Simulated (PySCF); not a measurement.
# Computed properties of AlClHI, SMILES [Cl][AlH][I]

AlClHI, SMILES [Cl][AlH][I]. The structure is a stationary point at B3LYP-D3(BJ)/def2-TZVP. The def2 effective core potentials stand for the cores of I; spin–orbit coupling is left out. Other conformers were not sampled. All values are computed for the isolated molecule unless a solvent is named; none is compared with measurement here.

**Structure.** The optimised structure has Cs symmetry. All 6 harmonic modes at B3LYP-D3(BJ)/def2-TZVP (PySCF) are real, so it is a minimum. With heavy atoms numbered as in [AlH:1]([Cl:2])[I:4], the shortest bond between them is Al1–Cl2 at 2.094 Å and the longest Al1–I4 at 2.467 Å.

**Vibrations.** The strongest infrared lines (harmonic, unscaled, degenerate partners summed) lie at 642 cm⁻¹ (274 km/mol, H 89 %, Al 11 %), 2005 cm⁻¹ (126 km/mol, H 96 %), 537 cm⁻¹ (77 km/mol, Al 53 %, Cl 38 %). The softest mode is at 119 cm⁻¹ and the zero-point energy is 5.8 kcal/mol.

**Electronic structure.** r2SCAN/def2-TZVPD (PySCF) places the frontier levels at -7.18 and -2.17 eV, a gap of 5.01 eV, and gives a dipole moment of 0.87 D and a mean polarisability of 76.2 bohr³.

**Excitations.** TDDFT-B3LYP/def2-SVPD (PySCF) has S1 at 4.78 eV (259 nm, f = 0.000, dark); the most intense of the 10 singlets computed lies at 7.13 eV (f = 0.11). T1 (TDA) is at 4.67 eV. No vertical singlet excitation falls in the visible range (under 3.1 eV).
